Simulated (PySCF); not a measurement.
Ga(Me)2(Cl) (C2H6ClGa), SMILES [CH3][Ga]([CH3])[Cl].

Geometry: B3LYP-D3(BJ)/def2-SVP. The isomer is the one that the SMILES or the coordinates give; other isomers of the formula were not compared.

Two levels are set side by side: PBE/def2-TZVP (PySCF) and PBE0/def2-TZVP (PySCF). Same geometry, gas phase. Differences are taken from unrounded values.

| quantity | PBE0 | PBE | PBE minus PBE0 |
|---|---|---|---|
| orbital gap (eV) | 6.90 | 4.83 | -2.07 |
| highest occupied level (eV) | -7.83 | -6.56 | 1.27 |
| lowest empty level (eV) | -0.93 | -1.73 | -0.80 |
| dipole moment (D) | 2.87 | 2.76 | -0.11 |
| mean polarisability (bohr³) | 64.4 | 67.1 | 2.7 |

Without exact exchange PBE keeps part of each electron's self-repulsion, which lifts occupied levels and narrows the gap. Loosely held outer electrons make PBE densities more polarisable. Differences between two approximate levels are no errors against the true value.

Rough cost on one machine, each run with all the roots and properties that it gave: PBE0 against PBE within a factor of 2.
